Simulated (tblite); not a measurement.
Species: C₇H₁₈OP (charge +1).
Bonds: C1–C2, C2–C3, C3–C4, C4–P5, P5–C6, C6–C7, C7–O8, O8–C9. Hydrogens: H10, H11, H12 on C1; H13, H14 on C2; H15, H16 on C3; H17, H18 on C4; H19, H20 on P5; H21, H22 on C6; H23, H24 on C7; H25, H26, H27 on C9.

Computed with GFN2-xTB (tblite), gas phase: L-BFGS steps from a force-field or distance-geometry start until the largest atomic force falls under 0.01 eV/Å.

Step 86: E = -825.5630 eV
```
atom  x, y, z in Å  |  force x, y, z in eV/Å
C1      3.5264    0.8524    0.9491   -0.011   0.002   0.006
C2      2.3482   -0.1126    0.8658    0.012   0.001   0.032
C3      2.1817   -0.6925   -0.5358    0.031   0.018   0.008
C4      0.9994   -1.6567   -0.6352    0.013  -0.010  -0.010
P5     -0.6136   -0.9371   -0.1801   -0.021  -0.026  -0.013
C6     -0.7484    0.7553   -0.8351   -0.030  -0.043  -0.033
C7     -2.1846    1.1970   -0.5359   -0.004   0.035  -0.014
O8     -2.7685    0.0332    0.0217    0.063   0.041  -0.025
C9     -4.1392    0.1496    0.3667    0.031  -0.008   0.013
H10     3.6086    1.2717    1.9489   -0.005  -0.053  -0.019
H11     4.4547    0.3338    0.7190   -0.042   0.032   0.007
H12     3.4113    1.6766    0.2491   -0.017  -0.023  -0.031
H13     2.5077   -0.9269    1.5735   -0.009  -0.031   0.030
H14     1.4252    0.4052    1.1610   -0.008  -0.015   0.003
H15     3.0908   -1.2298   -0.8074    0.014  -0.030   0.000
H16     2.0603    0.1102   -1.2653    0.002   0.068   0.023
H17     1.1580   -2.5279    0.0067    0.011  -0.024   0.038
H18     0.9103   -2.0271   -1.6617   -0.028   0.017  -0.041
H19    -1.5393   -1.7868   -0.7255    0.066  -0.011   0.000
H20    -0.7785   -0.9850    1.1772    0.018   0.050   0.027
H21    -0.5328    0.7115   -1.9072   -0.013   0.032  -0.004
H22     0.0044    1.3884   -0.3575   -0.038  -0.013  -0.038
H23    -2.2231    2.0290    0.1784    0.016  -0.024   0.003
H24    -2.7167    1.5026   -1.4449   -0.021  -0.018   0.015
H25    -4.7333    0.3978   -0.5156   -0.020   0.022   0.003
H26    -4.2788    0.9134    1.1350   -0.027   0.013   0.001
H27    -4.4501   -0.8187    0.7513    0.016  -0.005   0.016
```

Step 87: E = -825.5644 eV
```
atom  x, y, z in Å  |  force x, y, z in eV/Å
C1      3.5222    0.8533    0.9541   -0.027   0.009  -0.004
C2      2.3485   -0.1144    0.8680   -0.018  -0.031   0.013
C3      2.1852   -0.6923   -0.5340    0.006  -0.006  -0.032
C4      1.0018   -1.6550   -0.6393   -0.001  -0.025  -0.007
P5     -0.6127   -0.9381   -0.1836   -0.005  -0.007  -0.014
C6     -0.7509    0.7525   -0.8407    0.005  -0.027  -0.058
C7     -2.1858    1.1958   -0.5393    0.055   0.026  -0.027
O8     -2.7657    0.0376    0.0290    0.060   0.001  -0.002
C9     -4.1354    0.1532    0.3754    0.015  -0.011   0.004
H10     3.5966    1.2724    1.9530    0.015  -0.029   0.031
H11     4.4518    0.3377    0.7282   -0.007   0.020   0.001
H12     3.4069    1.6767    0.2543   -0.017  -0.006  -0.050
H13     2.5099   -0.9300    1.5729   -0.011  -0.038   0.051
H14     1.4222    0.3984    1.1606   -0.013  -0.005   0.017
H15     3.0934   -1.2311   -0.8062    0.017  -0.022   0.005
H16     2.0648    0.1115   -1.2623    0.007   0.071   0.019
H17     1.1564   -2.5306   -0.0027    0.022  -0.022   0.059
H18     0.9141   -2.0242   -1.6665   -0.028   0.036  -0.048
H19    -1.5388   -1.7849   -0.7309    0.057  -0.025  -0.002
H20    -0.7800   -0.9858    1.1732    0.022   0.045   0.032
H21    -0.5402    0.7042   -1.9141   -0.002   0.039   0.012
H22     0.0024    1.3894   -0.3678   -0.042  -0.032  -0.051
H23    -2.2171    2.0333    0.1658   -0.006   0.018   0.051
H24    -2.7189    1.4945   -1.4480   -0.056  -0.006  -0.027
H25    -4.7301    0.3987   -0.5071   -0.031   0.018  -0.001
H26    -4.2774    0.9178    1.1416   -0.018   0.030   0.013
H27    -4.4434   -0.8143    0.7628    0.004  -0.019   0.018
```

Step 88: E = -825.5660 eV
```
atom  x, y, z in Å  |  force x, y, z in eV/Å
C1      3.5111    0.8566    0.9642   -0.029   0.005  -0.002
C2      2.3433   -0.1164    0.8687   -0.035  -0.059  -0.013
C3      2.1897   -0.6923   -0.5355   -0.023  -0.028  -0.046
C4      1.0058   -1.6556   -0.6498   -0.007  -0.035  -0.003
P5     -0.6112   -0.9432   -0.1918    0.015   0.014  -0.010
C6     -0.7507    0.7472   -0.8478    0.019   0.006  -0.061
C7     -2.1852    1.1928   -0.5495    0.054   0.028  -0.028
O8     -2.7588    0.0428    0.0416    0.032   0.009   0.015
C9     -4.1268    0.1613    0.3952   -0.004  -0.006  -0.001
H10     3.5716    1.2763    1.9633    0.024  -0.016   0.039
H11     4.4451    0.3447    0.7495    0.002   0.016  -0.001
H12     3.3997    1.6778    0.2616   -0.019  -0.001  -0.049
H13     2.5040   -0.9335    1.5720   -0.012  -0.034   0.056
H14     1.4120    0.3906    1.1553   -0.011  -0.002   0.025
H15     3.0988   -1.2324   -0.8041    0.006  -0.004   0.010
H16     2.0719    0.1131   -1.2628    0.016   0.059   0.024
H17     1.1581   -2.5360   -0.0186    0.029  -0.008   0.059
H18     0.9199   -2.0207   -1.6793   -0.023   0.054  -0.033
H19    -1.5372   -1.7846   -0.7472    0.048  -0.035   0.005
H20    -0.7809   -0.9954    1.1647    0.026   0.038   0.019
H21    -0.5376    0.6992   -1.9204    0.003   0.040   0.002
H22    -0.0003    1.3863   -0.3734   -0.032  -0.041  -0.053
H23    -2.2140    2.0439    0.1408   -0.020  -0.008   0.032
H24    -2.7222    1.4734   -1.4625   -0.050  -0.010   0.000
H25    -4.7260    0.3992   -0.4873   -0.023   0.006   0.020
H26    -4.2667    0.9342    1.1549   -0.001   0.010  -0.008
H27    -4.4335   -0.8026    0.7946    0.015   0.002   0.003
```

Step 89: E = -825.5682 eV
```
atom  x, y, z in Å  |  force x, y, z in eV/Å
C1      3.4985    0.8593    0.9747   -0.035  -0.006  -0.007
C2      2.3375   -0.1205    0.8711   -0.049  -0.078  -0.034
C3      2.1944   -0.6919   -0.5366   -0.053  -0.046  -0.046
C4      1.0094   -1.6551   -0.6612   -0.013  -0.037   0.004
P5     -0.6100   -0.9476   -0.1997    0.043   0.040   0.001
C6     -0.7515    0.7404   -0.8586    0.035   0.040  -0.061
C7     -2.1839    1.1907   -0.5613    0.046  -0.003  -0.017
O8     -2.7504    0.0499    0.0531   -0.016  -0.011   0.039
C9     -4.1167    0.1693    0.4151   -0.030  -0.009  -0.007
H10     3.5474    1.2797    1.9736    0.026   0.004   0.050
H11     4.4362    0.3517    0.7703    0.024   0.007  -0.007
H12     3.3902    1.6777    0.2679   -0.025  -0.002  -0.035
H13     2.4987   -0.9400    1.5725   -0.015  -0.013   0.048
H14     1.4008    0.3803    1.1528   -0.002  -0.006   0.029
H15     3.1043   -1.2345   -0.8004   -0.013   0.025   0.009
H16     2.0816    0.1189   -1.2602    0.021   0.016   0.034
H17     1.1596   -2.5406   -0.0353    0.035   0.011   0.044
H18     0.9241   -2.0137   -1.6938   -0.015   0.066  -0.009
H19    -1.5352   -1.7843   -0.7616    0.030  -0.054   0.012
H20    -0.7816   -0.9998    1.1576    0.033   0.026  -0.008
H21    -0.5347    0.6920   -1.9296    0.002   0.037  -0.027
H22    -0.0048    1.3824   -0.3842    0.008  -0.032  -0.039
H23    -2.2079    2.0520    0.1153   -0.032   0.010   0.030
H24    -2.7276    1.4535   -1.4754   -0.051  -0.002  -0.005
H25    -4.7232    0.3990   -0.4659   -0.003  -0.017   0.043
H26    -4.2566    0.9493    1.1683    0.026   0.000  -0.019
H27    -4.4187   -0.7917    0.8278    0.024   0.031  -0.022
```

Problem. Estimate the geometry and energy of step 90. (The exact step hangs on the optimiser's Hessian estimate; all steps are aligned on step 89, rigid shifts and turns removed.)

Solution. E = -825.5703 eV, largest force 0.089 eV/Å
```
atom  x, y, z in Å  |  force x, y, z in eV/Å
C1      3.4867    0.8608    0.9829   -0.031  -0.018  -0.006
C2      2.3311   -0.1255    0.8742   -0.038  -0.072  -0.035
C3      2.1972   -0.6920   -0.5371   -0.063  -0.045  -0.018
C4      1.0125   -1.6555   -0.6708   -0.017  -0.023   0.008
P5     -0.6078   -0.9498   -0.2065    0.049   0.044   0.005
C6     -0.7517    0.7355   -0.8699    0.036   0.051  -0.031
C7     -2.1819    1.1893   -0.5718    0.006  -0.008  -0.003
O8     -2.7435    0.0564    0.0616   -0.047  -0.026   0.051
C9     -4.1087    0.1751    0.4314   -0.020   0.012  -0.009
H10     3.5287    1.2824    1.9818    0.019   0.012   0.037
H11     4.4278    0.3563    0.7858    0.027   0.005  -0.009
H12     3.3803    1.6761    0.2716   -0.029  -0.008  -0.011
H13     2.4946   -0.9462    1.5744   -0.021   0.003   0.034
H14     1.3905    0.3704    1.1537    0.009  -0.015   0.023
H15     3.1088   -1.2348   -0.7961   -0.027   0.042   0.003
H16     2.0898    0.1253   -1.2553    0.017  -0.024   0.033
H17     1.1617   -2.5450   -0.0489    0.034   0.030   0.023
H18     0.9280   -2.0063   -1.7065   -0.011   0.062   0.008
H19    -1.5336   -1.7832   -0.7716    0.022  -0.065   0.021
H20    -0.7797   -1.0001    1.1514    0.036   0.016  -0.026
H21    -0.5330    0.6855   -1.9388    0.003   0.037  -0.073
H22    -0.0082    1.3791   -0.3957    0.051  -0.013  -0.026
H23    -2.2024    2.0586    0.0952   -0.035   0.010   0.011
H24    -2.7324    1.4388   -1.4860   -0.042   0.002   0.005
H25    -4.7224    0.3973   -0.4470    0.008  -0.031   0.045
H26    -4.2486    0.9609    1.1793    0.046  -0.005  -0.026
H27    -4.4039   -0.7830    0.8550    0.018   0.027  -0.030
```

The energy changes by -0.0021 eV. The first-order estimate −F·Δx gives -0.0028 eV and the mean of the old and new forces, exact on a quadratic surface, -0.0021 eV. The step makes an angle of 82° with the force vector and moves no atom by more than 0.032 Å.
